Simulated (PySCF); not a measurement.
Electron correlation in Ti¹⁵⁺ (titanium, charge +15)

[He] 2s2 2p3, high-spin 4S determinant. Calculation: PySCF 2.14, in an even-tempered Gaussian basis (18 s from 2.7 bohr⁻², ratio 2.2; 11 p from 3.5 bohr⁻², ratio 2.2; 6 d from 16 bohr⁻², ratio 2.4; 5 f from 24 bohr⁻², ratio 2.4; 5 g from 36 bohr⁻², ratio 2.4); the non-relativistic Hamiltonian (point nucleus). Frozen: nothing; 7 electrons correlated; the 14 highest virtual orbitals of each spin left out.

MP2 pair energies summed by pair of shells (mhartree):

| pair | energy | share (%) |
| --- | --- | --- |
| 2s-2p | -87.76 | 43.8 |
| 1s-1s | -38.48 | 19.2 |
| 2p-2p | -27.77 | 13.8 |
| 1s-2p | -23.75 | 11.8 |
| 2s-2s | -13.04 | 6.5 |
| 1s-2s | -9.77 | 4.9 |

Total MP2 correlation energy: -200.57 mhartree.

Same-spin part -46.54 and opposite-spin part -154.04 mhartree; SCS-MP2 scales them by 1/3 and 6/5 to -200.36 mhartree.
